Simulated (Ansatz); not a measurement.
Constitutional and geometric isomers with formula CH4OSi. Gas-phase values, no solvent. One relaxed conformer stands for each flexible species; it need not be the lowest. Strings in code marks are SMILES.

Quantity: electronic energy of isomers of CH4OSi relative to `C[SiH]=O`, in eV. The restricted reference of `OC=[SiH2]` is unstable towards unrestricted orbitals.

A: `O=C[SiH3]`
B: `C1O[SiH2]1`
C: `C=[SiH]O` (C–Si–O–H torsion 0°)
D: `OC=[SiH2]` (H–O–C–Si torsion 15°)

Question: Put the candidates in order of electronic energy of isomers of CH4OSi relative to `C[SiH]=O`, lowest first, for frozen-core CCSD(T)/cc-pVTZ // B3LYP-D3(BJ)/def2-TZVP (Ansatz, a quantum-chemistry and plane-wave program).

Answer: C (0.52 eV), B (1.10 eV), A (1.32 eV), D (2.34 eV)
